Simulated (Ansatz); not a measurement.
Cost and result for the atomization energy of `C[O][SnH2][Se]C` (13 atoms, 12 bonds).

```xyz
13

C    -0.1112   -1.8968    0.8129
O    -0.9403   -1.0207    1.5293
Sn   -0.9082    0.8993    1.1003
Se   -1.0882    1.2132   -1.3885
C     0.8277    1.0787   -1.7866
H    -0.2943   -2.9142    1.1709
H    -0.3189   -1.8791   -0.2662
H     0.9576   -1.6797    0.9591
H     0.6209    1.4953    1.5889
H    -2.2582    1.5165    1.9232
H     1.1736    0.0551   -1.6621
H     0.9409    1.3775   -2.8275
H     1.3985    1.7549   -1.1534
```

Charge 0, multiplicity 1. Correlated methods include outer-core shells of Se, Sn, which these sets cover unevenly. Scalar relativity is left out up to krypton. Sn: def2 effective core potential. Geometry: relaxed with PBE0-D4/def2-TZVP. It is one conformer, not always the lowest. Program: Ansatz. All runs use 2 threads of an AMD EPYC 7R13 on a shared host and a share of an NVIDIA H100 80 GB. Times are those of one run each, without the atoms' runs, and a repeat can differ threefold. Electronic energies, without spin–orbit coupling; frozen cores. CCSD(T)/CBS adds CCSD(T) − MP2 in def2-TZVPP to the MP2 limit, and its time is that of the two runs behind it. T1 = 0.012. With those shells the extrapolation isn't a true limit. B3LYP takes the VWN-RPA correlation (the form of Gaussian; ORCA's B3LYP/G).

CCSD(T)/CBS is a level of theory with its own doubt, some kJ/mol a heavy atom from the limit and from the frozen cores, so smaller differences don't rank the functionals.

| level | functions | wall time |
| --- | --- | --- |
| PBE0-D4/def2-TZVPP | 303 | 2.8 s |
| PBE-D4/def2-TZVPP (with forces) | 303 | 3 s |
| B3LYP-D4/def2-TZVPP (with forces) | 303 | 3.5 s |
| r2SCAN-D4/def2-TZVPP (with forces) | 303 | 3.9 s |
| B2PLYP/def2-TZVPP | 303 | 4.1 s |
| ωB97X-V/def2-TZVPP | 303 | 4.4 s |
| ωB97M-V/def2-TZVPP (with forces) | 303 | 5.5 s |
| MP2/def2-QZVPP | 582 | 7 s |
| CCSD(T)/def2-TZVPP | 303 | 9.5 s |
| CCSD(T)/CBS(def2) | – | 17 s |

Question: What atomization energy does each give, and how far from CCSD(T)/CBS? (An estimate is asked.)

Answer: Computed: 
```csv
level,atomization (kJ/mol),difference from CCSD(T)/CBS,per bond
PBE0-D4/def2-TZVPP,4281.9,-44.0,-3.7
PBE-D4/def2-TZVPP (with forces),4355.2,29.3,2.4
B3LYP-D4/def2-TZVPP (with forces),4285.5,-40.4,-3.4
r2SCAN-D4/def2-TZVPP (with forces),4300.3,-25.6,-2.1
B2PLYP/def2-TZVPP,4232.4,-93.5,-7.8
ωB97X-V/def2-TZVPP,4313.7,-12.2,-1.0
ωB97M-V/def2-TZVPP (with forces),4288.6,-37.3,-3.1
MP2/def2-QZVPP,4297.0,-28.9,-2.4
CCSD(T)/def2-TZVPP,4201.8,-124.1,-10.3
CCSD(T)/CBS(def2),4325.9,0.0,0.0
```

From PBE to PBE0 (25 % exact exchange), in def2-TZVPP and without D4, the atomization energy moves by −69.1 kJ/mol: exact exchange takes away binding that semilocal exchange gives to molecules. The D4 term adds +49.9 kJ/mol with B3LYP and +26.7 kJ/mol with PBE0; it sums over pairs of atoms, weighted by their polarisabilities, and B3LYP, whose exchange is more repulsive, gets the larger term. In def2-TZVPP, CCSD(T) changes the Hartree–Fock value by +1149.1 kJ/mol (the triples alone add +67.2 kJ/mol) and MP2 by +1170.8 kJ/mol; breaking electron pairs costs correlation energy, which Hartree–Fock lacks.

Spin–orbit coupling would lower the free Sn atoms strongly, and the atomization energy with them, by more than many differences here. For some Ge, Se and Sn compounds the MP2-based and the directly extrapolated limit differ by 10 to 25 kJ/mol.
